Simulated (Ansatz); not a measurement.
Reaction (ligand exchange at the Si–C bond): `O[SiH2]CBS` + `S[SiH](Cl)Cl` → `O[SiH2]S[SiH](Cl)Cl` + `CBS`

Isolated molecules relaxed with PBE0-D4/def2-TZVP in Ansatz; ΔE leaves out vibrations. CBS: MP2 limit from def2 TZ/QZ plus the TZ coupled-cluster correction, frozen cores. DFT in def2-TZVPP. B3LYP here is the variant with VWN-RPA as its local correlation; programs differ in this. Each species was taken in one conformer, which may not be the lowest.

```
   level  ΔE (kcal/mol)
B3LYP-D4          -16.3
     PBE          -15.8
```

(1) What does CCSD(T)/CBS give? (An estimate is asked.)

Largest T1 diagnostic among the species: 0.013.

Results:

(1) The calculation gave: -16.1 kcal/mol. The listed levels differ from it by -0.2, 0.3 kcal/mol.

The D4 term adds −1.4 kcal/mol with B3LYP and −0.8 kcal/mol with PBE0; it sums over pairs of atoms, weighted by their polarisabilities, and B3LYP, whose exchange is more repulsive, gets the larger term.
